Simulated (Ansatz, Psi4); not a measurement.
Psi4 was given this input:
```
memory 2 GB

molecule mol {
1 2
  Mg    0.020849   -0.002923   -0.007000
  F    -0.224165    1.320818   -1.172351
  F     0.196367   -1.316920    1.181684
}

set basis aug-cc-pvdz
set reference uks
set scf_type pk
set puream true
set d_convergence 1e-8
set dft_radial_points 99
set dft_spherical_points 590

energy('cam-b3lyp')
print_variables()
```

### Question
Give the equivalent Ansatz (a quantum-chemistry and plane-wave program) input.

### Answer
Several could match; the one computed here: 
Ansatz 0.2 input:
```yaml
crystal:
  periodic: [false, false, false]
  atoms:
    - {symbol: Mg, position_ang: [0.02084867, -0.00292335, -0.00700014]}
    - {symbol: F, position_ang: [-0.22416534, 1.32081815, -1.17235055]}
    - {symbol: F, position_ang: [0.19636712, -1.31692035, 1.18168407]}
basis:
  gaussian:
    orbitals: aug-cc-pVDZ
hamiltonian:
  xc: cam_b3lyp
total_charge: 1
magnetization: {spin_polarized: true, initial_magnetization: 1}
accuracy: high
```

Both were run: Psi4 gave -399.396078 Eh and Ansatz -399.396079 Eh, 0.000 mEh apart.
